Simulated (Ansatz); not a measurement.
Reaction (substitution at a C–C bond): `CCCCOC` + `[OH][Ge][F]` → `C[O][Ge][F]` + `CCCOC`

Isolated molecules relaxed with PBE0-D4/def2-TZVP in Ansatz; ΔE leaves out vibrations. CBS: MP2 limit from def2 TZ/QZ plus the TZ coupled-cluster correction, frozen cores. Functionals use def2-TZVPP. HSE06 is defined as in plane-wave codes. For Ge outer-core shells are correlated without core-valence functions, which leaves a few kJ/mol of doubt a bond. Scalar relativity is left out up to krypton. Each species was taken in one conformer, which may not be the lowest.

`CCCCOC`:

```xyz
18

C     0.905    1.317   -2.470
C    -0.052    0.549   -1.575
C     0.513    0.304   -0.186
C    -0.440   -0.459    0.702
O     0.149   -0.647    1.962
C    -0.682   -1.349    2.841
H     1.847    0.776   -2.595
H     1.143    2.295   -2.043
H     0.481    1.482   -3.463
H    -0.997    1.097   -1.493
H    -0.299   -0.412   -2.042
H     0.754    1.258    0.294
H     1.452   -0.255   -0.256
H    -0.686   -1.434    0.250
H    -1.389    0.093    0.807
H    -0.152   -1.451    3.789
H    -1.626   -0.814    3.018
H    -0.922   -2.351    2.458
```

`[OH][Ge][F]`:

Z-matrix (Å, degrees):
```
O
Ge 1 1.771
H 1 0.964 2 113.8
F 2 1.767 1 97.0 3 0.0
```

`C[O][Ge][F]`:

```xyz
7

C     0.590   -0.186   -0.542
O     0.540    0.107    0.839
Ge   -0.866    0.488    1.834
F    -2.121    0.386    0.592
H    -0.402   -0.170   -1.001
H     1.226    0.550   -1.041
H     1.033   -1.175   -0.681
```

`CCCOC`:

Cartesian coordinates in Å:
```
C -1.548 -0.853 -1.471
C -0.199 -0.212 -1.196
C 0.021 0.038 0.277
O 1.280 0.630 0.465
C 1.552 0.890 1.811
H -1.641 -1.818 -0.963
H -1.692 -1.028 -2.539
H -2.369 -0.218 -1.126
H 0.609 -0.850 -1.566
H -0.115 0.741 -1.727
H -0.770 0.695 0.674
H -0.039 -0.910 0.837
H 2.541 1.347 1.868
H 0.816 1.582 2.247
H 1.552 -0.032 2.410
```

```csv
level,ΔE (eV)
LDA (SPW92),0.54
BHLYP-D4,0.49
HSE06,0.54
BHLYP,0.50
```

(1) What does CCSD(T)/CBS give? (Estimate.)

Largest T1 diagnostic among the species: 0.015.

Results:

(1) Computed: +0.57 eV. The listed levels differ from it by -0.03, -0.08, -0.03, -0.07 eV.

Leaving LDA and LC-ωPBE aside and taking each functional with its dispersion term where it has one, the values, not all of them listed here, spread over 0.14 eV, from BLYP-D4 to PBE-QIDH. LDA lies +0.03 eV from PBE without D4. From BLYP to BHLYP (50 % exact exchange), in def2-TZVPP and without D4, ΔE moves by +0.07 eV. In def2-TZVPP, CCSD(T) changes the Hartree–Fock value by +0.08 eV (the triples alone add −0.00 eV) and MP2 by +0.12 eV.
